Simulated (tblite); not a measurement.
Run record: tight-binding relaxation, `C(/C=C(\B[S][AlH2])C)#C`.

Computed with GFN2-xTB geometry optimisation, gas phase (tblite 0.8.0). Start geometry: from a force field or distance geometry. A driver script takes a list of jobs; this job's settings line and coordinates (Å) are shown.

Command:
```bash
OMP_NUM_THREADS=1 python probes_run.py task.json out
```

Input:
```
{"job": {"kind": "relax", "xc": "GFN2-xTB", "basis": "xTB"}, "charge": 0, "multiplicity": 1}
C     -1.437900     3.213000    -0.127000
C     -1.465900     2.070900     0.227200
C     -1.470900     0.687000     0.677600
C     -0.758100    -0.277300     0.084500
C     -0.828600    -1.686800     0.647200
B      0.215000    -0.005700    -1.126900
S      1.300600    -1.364000    -1.861300
Al     3.023600    -0.871800    -0.456100
H     -1.428400     4.221600    -0.444200
H     -2.121800     0.457600     1.522900
H     -1.676900    -1.815800     1.346600
H      0.113200    -1.926400     1.174400
H     -0.975800    -2.410100    -0.177800
H      0.302200     1.075000    -1.597900
H      3.095000    -1.565800     0.975500
H      4.107200     0.207600    -0.876200
```

Output:
```
step      E/eV     max force
  0    -551.67030    2.164
  1    -551.72459    3.645
  2    -551.81787    1.658
  3    -551.87544    0.695
  4    -551.90161    0.355
  5    -551.91328    0.263
  6    -551.91820    0.168
  7    -551.92031    0.122
  8    -551.92206    0.137
  9    -551.92339    0.101
... (150 lines left out)
160    -552.14329    0.050
161    -552.14368    0.069
162    -552.14406    0.071
163    -552.14432    0.051
164    -552.14446    0.027
165    -552.14453    0.012
166    -552.14456    0.011
167    -552.14457    0.012
168    -552.14459    0.011
169    -552.14461    0.008
```

«max force» is the largest atomic force in eV/Å.

Problem. From which step on does the largest force stay under 0.1 eV/Å, and how much energy is left to gain from there?

Solution. From step 148 (0.082 eV/Å), 4.0 meV above the end.

Summary of the converged run: energy lowered by 10.9 kcal/mol over 169 steps; largest atomic force 0.008 eV/Å at the end.

Problem. Where do the atoms end?

Solution. 1.151 Å rms from the input after alignment:
```
atom  x, y, z in Å
C1    -2.2783    3.1050   -0.3244
C2    -1.8282    2.0640    0.0760
C3    -1.3597    0.8606    0.6263
C4    -0.3944    0.0807    0.0933
C5    -0.0097   -1.1677    0.8356
B6     0.3088    0.4583   -1.2410
S7     1.6972   -0.4324   -1.9234
Al8    2.4338   -1.8103   -0.3710
H9    -2.6513    4.0103   -0.7012
H10   -1.8389    0.5875    1.5631
H11   -0.6621   -1.3608    1.6867
H12    1.0245   -1.0872    1.2189
H13   -0.0378   -2.0411    0.1697
H14   -0.0795    1.3601   -1.8752
H15    2.1269   -3.3180   -0.4209
H16    3.5413   -1.3000    0.5762
```

On one thread of an Arm Neoverse N1, no GPU, shared host with 64 logical CPUs at a one-minute load of 59, this took 2.4 s of wall time.
Labels such as C1 count atoms from 1, the log's own numbers from 0.
